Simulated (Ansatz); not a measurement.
Be₃O₃, relaxed as a singlet with RKS r2SCAN-D4/def2-SVP in Ansatz, starting from the GFN2-xTB geometry. Force threshold 0.02 eV/Å.

The structure comes from a short search, and lower isomers may exist.

Start:

Cartesian coordinates in Å:
```
Be 0.180 -1.013 -0.818
Be 0.978 0.392 0.786
Be -1.158 0.621 0.032
O -0.209 1.170 0.945
O -1.130 -0.453 -0.908
O 1.338 -0.717 -0.037
```

```json
{"step": "1", "energy (eV)": "-7342.4835", "largest force component (eV/Å)": "2.399", "SCF passes": "23"}
{"step": "2", "energy (eV)": "-7342.6989", "largest force component (eV/Å)": "1.190", "SCF passes": "26"}
{"step": "3", "energy (eV)": "-7342.7858", "largest force component (eV/Å)": "0.069", "SCF passes": "25"}
{"step": "4", "energy (eV)": "-7342.7861", "largest force component (eV/Å)": "0.003", "SCF passes": "22"}
```

Force components are those of the run's own axes.

End:

```xyz
6

Be    0.177   -0.994   -0.803
Be    0.959    0.385    0.771
Be   -1.136    0.609    0.031
O    -0.220    1.236    0.998
O    -1.193   -0.478   -0.959
O     1.413   -0.757   -0.039
```

By distances, no bond broke or formed. The bond that changes most is Be3–O4, from 1.43 to 1.47 Å (atoms count from 1).

No frequencies were taken in this run, so the end may be a saddle point.

Run time 4 s (4 threads of Intel Xeon Platinum 8488C on a shared host).
